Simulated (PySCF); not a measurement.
Structure with atom numbers: `[SiH2:1]1[PH:2][SiH2:3][PH:4][SiH2:5][PH:6]1`; H(Xn) means a hydrogen on atom n.

GIAO PBE0/pcSseg-1 shifts (PySCF 2.14, gas phase, non-relativistic, equivalent atoms averaged), each against references optimised in the same way as the molecule (TMS, H3PO4).

On the GFN2-xTB geometry: Si1/Si3/Si5 -54.3, P2/P4/P6 -316.3, H(Si1)/H(Si3)/H(Si5) 4.80, H(P2)/H(P4)/H(P6) 0.73 ppm.

Question: What changes on the PBE0-D3(BJ)/def2-SVP geometry?

Answer: 
```
               atoms  δ (ppm)  change
         Si1/Si3/Si5    -39.1   +15.2
            P2/P4/P6   -297.3   +19.0
H(Si1)/H(Si3)/H(Si5)     4.78   -0.02
   H(P2)/H(P4)/H(P6)     1.41   +0.68
```

Bonds between heavy atoms that differ most (equivalent bonds averaged): Si1–P2 2.243 → 2.264 Å. Mean change of bonds to hydrogen: Si–H +0.027 Å, P–H +0.052 Å.
